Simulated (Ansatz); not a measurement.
Born–Oppenheimer molecular dynamics of Ge₂H₆O₂ (10 atoms, charge 0, multiplicity 1). It starts from a relaxed structure.

Theory: Ansatz 0.2.0, RKS PBE/def2-SVP.

```json
{
 "ensemble": "NVE (velocity Verlet)",
 "time step": "0.5 fs",
 "steps asked": "500",
 "starting velocities drawn for": "1000 K",
 "seed": "185107"
}
```

Frames 0.5 fs apart, positions in Å, forces in eV/Å.

Velocities at 200 fs (Å/ps):

```
Ge 1.76 0.63 -0.54
H -40.69 -15.13 -21.14
O -3.11 -7.41 3.33
H 18.40 -20.41 -27.42
Ge -1.05 1.64 -0.37
H -23.32 -10.77 23.49
H -26.84 -3.98 15.03
H -14.10 -4.27 -33.54
O 6.21 1.60 2.15
H -13.79 -16.71 21.87
```

```xyz
10
Properties=species:S:1:pos:R:3:forces:R:3 time_fs=200 energy_less_start_eV=0.474 T=545
Ge -0.121 0.000 0.129 1.50 0.10 -2.35
H -0.006 -0.620 1.456 -0.25 -0.48 1.69
O 1.656 0.030 -0.435 -1.89 0.10 -1.12
H 2.362 0.014 0.196 0.75 -0.08 1.20
Ge -1.159 1.932 -0.840 0.55 1.26 0.24
H -2.405 2.305 0.004 -0.04 0.18 -0.06
H -0.106 3.202 -0.910 -0.90 -1.01 0.05
H -1.604 1.463 -2.244 0.07 0.08 -0.02
O -0.931 -1.131 -1.054 -0.21 1.02 0.41
H -0.498 -1.976 -0.964 0.42 -1.18 -0.04
10
Properties=species:S:1:pos:R:3:forces:R:3 time_fs=200.5 energy_less_start_eV=0.464 T=554
Ge -0.120 0.000 0.129 1.48 0.14 -2.42
H -0.027 -0.628 1.448 -0.24 -0.52 1.81
O 1.655 0.026 -0.433 -1.87 0.13 -1.12
H 2.372 0.004 0.184 0.75 -0.09 1.20
Ge -1.159 1.932 -0.840 0.24 1.13 0.14
H -2.417 2.300 0.016 0.12 0.12 -0.18
H -0.121 3.199 -0.902 -0.82 -0.91 0.03
H -1.611 1.461 -2.261 0.15 0.16 0.23
O -0.928 -1.130 -1.053 -0.08 0.71 0.37
H -0.504 -1.986 -0.953 0.26 -0.87 -0.05
10
Properties=species:S:1:pos:R:3:forces:R:3 time_fs=201 energy_less_start_eV=0.447 T=570
Ge -0.119 0.001 0.129 1.46 0.13 -2.39
H -0.048 -0.637 1.444 -0.22 -0.51 1.82
O 1.653 0.022 -0.432 -1.66 0.14 -0.97
H 2.384 -0.006 0.175 0.58 -0.09 1.06
Ge -1.160 1.933 -0.841 -0.08 0.97 0.05
H -2.428 2.296 0.027 0.27 0.08 -0.30
H -0.137 3.194 -0.895 -0.71 -0.78 0.01
H -1.617 1.460 -2.277 0.22 0.23 0.46
O -0.925 -1.129 -1.052 0.08 0.28 0.35
H -0.510 -1.998 -0.942 0.07 -0.45 -0.09
10
Properties=species:S:1:pos:R:3:forces:R:3 time_fs=201.5 energy_less_start_eV=0.430 T=586
Ge -0.118 0.001 0.128 1.43 0.07 -2.26
H -0.070 -0.648 1.444 -0.22 -0.45 1.74
O 1.650 0.019 -0.431 -1.31 0.14 -0.72
H 2.397 -0.017 0.168 0.26 -0.08 0.81
Ge -1.160 1.934 -0.841 -0.39 0.79 -0.02
H -2.439 2.291 0.038 0.41 0.03 -0.40
H -0.155 3.186 -0.887 -0.57 -0.62 -0.01
H -1.623 1.459 -2.292 0.28 0.30 0.66
O -0.922 -1.128 -1.051 0.24 -0.18 0.34
H -0.516 -2.011 -0.932 -0.13 0.00 -0.13
10
Properties=species:S:1:pos:R:3:forces:R:3 time_fs=202 energy_less_start_eV=0.419 T=597
Ge -0.117 0.001 0.128 1.40 -0.03 -2.04
H -0.092 -0.659 1.448 -0.20 -0.35 1.56
O 1.648 0.015 -0.429 -0.87 0.13 -0.42
H 2.411 -0.028 0.163 -0.13 -0.06 0.51
Ge -1.161 1.935 -0.841 -0.70 0.57 -0.07
H -2.449 2.286 0.047 0.52 -0.01 -0.49
H -0.175 3.178 -0.879 -0.41 -0.42 -0.03
H -1.629 1.458 -2.305 0.33 0.35 0.82
O -0.919 -1.127 -1.049 0.37 -0.62 0.34
H -0.522 -2.024 -0.921 -0.30 0.43 -0.18
10
Properties=species:S:1:pos:R:3:forces:R:3 time_fs=202.5 energy_less_start_eV=0.418 T=598
Ge -0.116 0.002 0.127 1.35 -0.16 -1.75
H -0.115 -0.672 1.456 -0.19 -0.22 1.32
O 1.645 0.012 -0.428 -0.40 0.12 -0.12
H 2.425 -0.039 0.159 -0.55 -0.03 0.21
Ge -1.161 1.936 -0.841 -1.01 0.33 -0.11
H -2.457 2.282 0.056 0.61 -0.04 -0.56
H -0.195 3.168 -0.872 -0.22 -0.19 -0.05
H -1.634 1.459 -2.317 0.36 0.38 0.96
O -0.915 -1.126 -1.048 0.46 -1.00 0.33
H -0.528 -2.036 -0.912 -0.43 0.80 -0.22
10
Properties=species:S:1:pos:R:3:forces:R:3 time_fs=203 energy_less_start_eV=0.427 T=589
Ge -0.114 0.002 0.126 1.28 -0.31 -1.42
H -0.138 -0.685 1.467 -0.16 -0.06 1.03
O 1.643 0.008 -0.427 0.03 0.10 0.13
H 2.437 -0.050 0.156 -0.92 0.00 -0.04
Ge -1.162 1.937 -0.841 -1.30 0.07 -0.13
H -2.464 2.277 0.063 0.68 -0.06 -0.61
H -0.216 3.158 -0.865 -0.01 0.07 -0.07
H -1.637 1.460 -2.326 0.39 0.41 1.05
O -0.912 -1.125 -1.047 0.51 -1.28 0.31
H -0.536 -2.046 -0.902 -0.51 1.06 -0.25
10
Properties=species:S:1:pos:R:3:forces:R:3 time_fs=203.5 energy_less_start_eV=0.445 T=572
Ge -0.113 0.002 0.126 1.20 -0.47 -1.07
H -0.161 -0.698 1.481 -0.12 0.11 0.73
O 1.640 0.004 -0.426 0.39 0.08 0.32
H 2.447 -0.061 0.152 -1.21 0.03 -0.23
Ge -1.163 1.938 -0.841 -1.59 -0.22 -0.14
H -2.470 2.272 0.068 0.73 -0.08 -0.65
H -0.237 3.148 -0.857 0.22 0.36 -0.08
H -1.640 1.462 -2.333 0.41 0.43 1.12
O -0.909 -1.125 -1.045 0.51 -1.45 0.28
H -0.545 -2.053 -0.894 -0.54 1.22 -0.28
10
Properties=species:S:1:pos:R:3:forces:R:3 time_fs=204 energy_less_start_eV=0.465 T=553
Ge -0.112 0.003 0.125 1.11 -0.62 -0.72
H -0.185 -0.711 1.496 -0.07 0.27 0.42
O 1.638 0.001 -0.425 0.65 0.06 0.44
H 2.454 -0.072 0.149 -1.41 0.06 -0.35
Ge -1.163 1.939 -0.842 -1.84 -0.52 -0.14
H -2.474 2.267 0.072 0.76 -0.10 -0.68
H -0.258 3.139 -0.850 0.45 0.66 -0.09
H -1.642 1.466 -2.337 0.42 0.43 1.16
O -0.905 -1.125 -1.044 0.46 -1.51 0.24
H -0.555 -2.058 -0.886 -0.53 1.27 -0.28
10
Properties=species:S:1:pos:R:3:forces:R:3 time_fs=204.5 energy_less_start_eV=0.484 T=535
Ge -0.111 0.003 0.124 1.01 -0.76 -0.40
H -0.209 -0.724 1.513 -0.01 0.43 0.13
O 1.635 -0.003 -0.424 0.80 0.05 0.49
H 2.458 -0.083 0.144 -1.49 0.08 -0.39
Ge -1.164 1.940 -0.842 -2.06 -0.80 -0.13
H -2.475 2.262 0.075 0.76 -0.11 -0.69
H -0.277 3.131 -0.843 0.67 0.95 -0.09
H -1.643 1.470 -2.339 0.42 0.42 1.16
O -0.902 -1.124 -1.042 0.38 -1.45 0.19
H -0.567 -2.059 -0.878 -0.47 1.19 -0.27
10
Properties=species:S:1:pos:R:3:forces:R:3 time_fs=205 energy_less_start_eV=0.498 T=521
Ge -0.110 0.003 0.123 0.90 -0.89 -0.11
H -0.233 -0.735 1.530 0.05 0.57 -0.14
O 1.633 -0.006 -0.423 0.83 0.04 0.46
H 2.458 -0.094 0.138 -1.46 0.08 -0.35
Ge -1.165 1.941 -0.842 -2.23 -1.05 -0.10
H -2.475 2.256 0.075 0.75 -0.11 -0.68
H -0.295 3.126 -0.837 0.87 1.22 -0.10
H -1.643 1.476 -2.337 0.42 0.41 1.13
O -0.898 -1.125 -1.041 0.26 -1.27 0.12
H -0.579 -2.058 -0.872 -0.38 0.99 -0.23
10
Properties=species:S:1:pos:R:3:forces:R:3 time_fs=205.5 energy_less_start_eV=0.505 T=514
Ge -0.108 0.003 0.123 0.78 -0.98 0.14
H -0.257 -0.745 1.546 0.11 0.69 -0.37
O 1.631 -0.010 -0.421 0.74 0.05 0.36
H 2.455 -0.104 0.132 -1.30 0.08 -0.24
Ge -1.166 1.942 -0.842 -2.32 -1.25 -0.07
H -2.474 2.250 0.074 0.71 -0.11 -0.66
H -0.311 3.123 -0.830 1.02 1.43 -0.09
H -1.641 1.482 -2.333 0.40 0.38 1.08
O -0.895 -1.125 -1.039 0.11 -0.98 0.03
H -0.593 -2.054 -0.865 -0.26 0.69 -0.18
```

Of the whole run (250 fs, mean temperature of the second half 512 K): The conserved energy stayed within 0.43 meV per atom of its start (net change 0.2 meV per atom), so the integration is sound. Over the second half the temperature averaged 0.51 of the 1000 K drawn at the start: a run that starts near a minimum puts about half its kinetic energy into the potential. A run of 0.25 ps of so small a system gives no equilibrium averages.

Time of the run: 15 min on 4 threads of Arm Neoverse N1, with other jobs on the host, peak memory 0.21 GiB.
